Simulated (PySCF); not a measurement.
In(H)2(OH) (H₃InO), SMILES [InH2][OH].

Coordinates come from a PBE-D3(BJ)/def2-TZVP optimisation. The def2 effective core potentials stand for the cores of In; spin–orbit coupling is left out.

Computed with PBE0/def2-TZVPD run with PySCF.

| Property | Value |
|---|---|
| total energy | -267.10267 hartree |
| point group | Cs |
| highest occupied level | -8.25 eV |
| lowest empty level | -1.57 eV |
| orbital gap | 6.67 eV |
| dipole moment | 2.08 D |
| quadrupole, principal values (traceless, Buckingham form, about the centre of nuclear charge) | -8.07, 2.79, 5.28 D·Å |
| mean static polarisability | 44.0 bohr³ (6.53 Å³) |
| polarisability, principal values | 34.5, 48.5, 49.1 bohr³ |
